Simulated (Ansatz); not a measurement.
Basis-set extrapolation for C2H5NOSSi (`CO[Si]1(S)C=N1`) (PBE0-D4/def2-TZVP geometry, frozen core, the Gaussian-basis code of Ansatz). Multiplicity 1, RHF reference.

```json
{"": "HF", "def2-TZVPP": "-894.546206", "def2-QZVPP": "-894.576544"}
{"": "MP2 correlation", "def2-TZVPP": "-1.041248", "def2-QZVPP": "-1.119719"}
{"": "CCSD(T) correlation", "def2-TZVPP": "-1.131839", "def2-QZVPP": "not run"}
```

Energies in hartree. Use E(X) = E(∞) + A·exp(−7.88·√X) for Hartree–Fock and E(X) = E(∞) + B·X^(−2.97) for correlation, with X = 3 and 4, and add CCSD(T) minus MP2 of the smaller set to the MP2 limit.

Task: What is the CCSD(T) energy at the basis-set limit?

Result: HF limit: -894.576544 + (-0.030338) × 0.13774 = -894.58072. MP2 limit: -1.119719 + (-0.078471) × 0.74074 = -1.17785. Higher-order term: -1.131839 − (-1.041248) = -0.09059. Total: -895.84916 hartree, 449.3 kJ/mol below CCSD(T)/def2-TZVPP.
